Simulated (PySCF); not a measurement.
# MoH4: breathing scan

Computed with UPBE0/[Mo def2-TZVP with ECP28, H def2-TZVP], scalar-relativistic core potentials, density fitting, no spin–orbit coupling, PySCF.

Rigid scan from the triplet minimum (Mo–H 1.686 Å (×4); H–Mo–H 109.5° (×6)). Coordinate: all bonds to the central atom scaled together. Energies in kJ/mol from the minimum.

```
scale of all bonds to the centre  E (kJ/mol)  ⟨S²⟩
                            0.88       148.0  2.01
                            0.92        60.1  2.02
                            0.96        13.8  2.02
                            1.00         0.0  2.03
                            1.04        11.4  2.04
                            1.08        42.0  2.06
                            1.14       113.1  2.12
                            1.22       234.4  2.32
                            1.35       437.8  3.06
```

Spin contamination is strong at 1.22, 1.35, so these points are less reliable.

Open d and f shells are described by one determinant, and the ground state may have another occupation or spin.

Other isomers or separated fragments may lie lower.
